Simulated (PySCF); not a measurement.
Compound: C6H5FO.
Atom-mapped SMILES: `[OH:1][c:2]1[cH:3][cH:4][c:5]([F:6])[cH:7][cH:8]1` (hydrogens: H9 on O1; H10 on C3; H11 on C4; H12 on C7; H13 on C8)

Level of theory: PBE0-D3(BJ)/def2-TZVP geometry optimisation, gas phase in PySCF 2.14.0.

(1) List the bond lengths, angles and torsions at this level.

Answers

(1) 
| bond | length (Å) |
| --- | --- |
| O1–C2 | 1.358 |
| C2–C3, C2–C8 | 1.389 |
| C3–C4, C7–C8 | 1.386 |
| C4–C5, C5–C7 | 1.380 |
| C5–F6 | 1.342 |
| O1–H9 | 0.961 |
| C3–H10, C8–H13 | 1.084 |
| C4–H11, C7–H12 | 1.083 |

Bonds in one row agree within 0.01 Å and their mean is given. A selection of angles:
| angle | degrees |
| --- | --- |
| C2–O1–H9 | 109.4 |
| O1–C2–C3 | 122.6 |
| O1–C2–C8 | 117.6 |
| C3–C2–C8 | 119.8 |
| C2–C3–C4 | 120.3 |
| C2–C3–H10 | 120.1 |
| C4–C3–H10 | 119.6 |
| C3–C4–C5 | 119.0 |
| C3–C4–H11 | 121.2 |
| C5–C4–H11 | 119.8 |
| C4–C5–F6 | 119.2 |
| C4–C5–C7 | 121.6 |
| C7–C8–H13 | 120.8 |

Torsions: H9–O1–C2–C3 -2° (synperiplanar).

Of the pairs four or more bonds apart, H9···H10 is among the closest relative to their van der Waals radii: 2.29 Å, 95 % of the sum of Bondi's values. The 6-membered ring C2–C3–C4–C5–C7–C8 has internal angles of 119.0° to 121.6° (sum 720°, against 720° for a flat polygon); it is planar, 0.00 Å rms from its mean plane, widest ring torsion 0°. The 8 heavy atoms lie in one plane (0.001 Å rms).

Point group: Cs (every atom within 0.08 Å of its image). No frequency check. One conformer, not necessarily the lowest (H–O1–C2–C3 -2°).
